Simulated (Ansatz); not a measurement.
C2H6FNOSi can be A, `C=NC(F)O[SiH3]`, or B, `N[Si]1(F)CCO1`.

Program: Ansatz. Geometries: PBE0-D4/def2-TZVP. ΔE: electronic, gas phase. CCSD(T)/CBS adds triple-zeta CCSD(T) − MP2 to the extrapolated MP2 energy (def2 sets, frozen cores). Functionals use def2-TZVPP. B3LYP here is the variant with VWN-RPA as its local correlation; programs differ in this. One conformer a species, not always the lowest.

A:

Z-matrix (Å, degrees):
```
C
N 1 1.430
O 1 1.365 2 110.0
F 1 1.376 2 112.9 3 120.6
H 1 1.097 2 109.0 3 -121.7
C 2 1.259 1 119.8 3 -133.6
Si 3 1.666 1 124.0 2 -10.0
H 6 1.092 2 123.3 1 -0.6
H 6 1.089 2 118.5 1 179.1
H 7 1.483 3 112.6 1 63.0
H 7 1.482 3 102.8 1 -179.2
H 7 1.483 3 111.7 1 -61.6
```

B:

```xyz
12

N     1.254   -0.470   -1.683
Si   -0.086   -0.416   -0.666
F    -1.042   -1.567   -1.218
C    -0.054   -0.314    1.195
C    -0.802    1.008    0.937
O    -0.793    1.068   -0.517
H     1.403   -1.209   -2.347
H     1.946    0.257   -1.731
H    -0.623   -1.062    1.745
H     0.922   -0.184    1.660
H    -0.292    1.889    1.331
H    -1.834    1.000    1.293
```

**Question.** Which is lower in electronic energy at CCSD(T)/CBS, and by how much? (Estimate.)

**Answer.** Ansatz gave: B, by 381.8 kJ/mol.

**Question.** Give E(B) − E(A) in kJ/mol with B3LYP-D4, PBE0-D4, B2PLYP, MP2/def2-TZVPP, HF/def2-TZVPP, CCSD/def2-TZVPP, r2SCAN-D4. (Best estimate.)

**Answer.** Computed: B3LYP-D4 -356.6, PBE0-D4 -377.2, B2PLYP -368.2, MP2/def2-TZVPP -392.9, HF/def2-TZVPP -347.5, CCSD/def2-TZVPP -372.0, r2SCAN-D4 -376.1. None reverses the order clearly.

Largest T1 diagnostic: 0.013.

In def2-TZVPP, CCSD(T) changes the Hartree–Fock value by −21.2 kJ/mol (the triples alone add +3.2 kJ/mol) and MP2 by −45.3 kJ/mol. From PBE to PBE0 (25 % exact exchange), in def2-TZVPP and without D4, E(B) − E(A) moves by −17.2 kJ/mol.
